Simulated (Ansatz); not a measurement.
# Relative stability

The two ends of one reaction step of SiH3ClOF2, singlet (PBE0-D4/def2-TZVP).

A:

```
8
angstrom
Si -0.6830 -0.0544 -0.8801
O 0.6202 -0.3709 0.0403
F -1.4661 -1.3886 -1.2012
F -0.2393 0.5405 -2.2749
H -1.5310 0.8886 -0.1546
H 0.9290 0.4049 1.7892
Cl 1.0701 0.9542 2.9492
H 1.3000 -0.9742 -0.2678
```

B:

Si1  (-0.967, 0.715, -0.226)
O2  (1.516, -1.060, 0.611)
F3  (-1.220, -0.824, -0.483)
F4  (0.355, 1.137, -0.984)
H5  (-2.084, 1.464, -0.812)
H6  (2.077, -0.680, -0.069)
Cl7  (-0.823, 1.104, 1.743)
H8  (1.146, -1.855, 0.219)
(Å)

Ansatz 0.2.0; basis: def2-TZVPP; cores frozen in the correlated methods. B3LYP uses VWN-RPA correlation.

**Question.** Which structure is lower at CCSD(T), and by how much? (An estimate is asked for; the value comes from the calculation.)

**Answer.** The calculation gives: A, by 6.07 kcal/mol (electronic energy, against the other). By their contacts, A is a complex of SiH₂OF₂ ([OH][SiH]([F])[F]) + HCl and B is a complex of SiHClF₂ ([F][SiH]([F])[Cl]) + H₂O.

All methods give the same order:

| method | E(B) − E(A) (kcal/mol) |
| --- | --- |
| SPW92 | 5.87 |
| PBE-D4 | 3.70 |
| BLYP-D4 | 5.18 |
| r2SCAN-D4 | 4.39 |
| B97M-V | 4.36 |
| PBE0-D4 | 4.16 |
| B3LYP-D4 | 5.56 |
| r2SCAN0-D4 | 4.77 |
| BHLYP-D4 | 5.99 |
| CAM-B3LYP-D4 | 6.67 |
| wB97X-V | 4.70 |
| wB97M-V | 4.37 |
| B2PLYP | 6.35 |
| PBE-QIDH | 5.23 |
| RPA on PBE | 6.03 |
| HF | 7.46 |
| MP2 | 5.68 |
| CCSD | 6.41 |
| CCSD(T) | 6.07 |

T1 diagnostic: at most 0.011.

Labels in which every atom is bracketed show which atoms are joined, not bond orders.

For scale, one of the runs: CCSD(T)/def2-TZVPP, 219 basis functions, launched by `ansatz run in.yaml --threads 4 --pin off --events-out ev --progress --plain --max-ram 9574MiB`. Hardware: 4 CPU threads of an Arm Neoverse V2, shared host. Wall time 110 s; peak host memory 3.4 GiB.
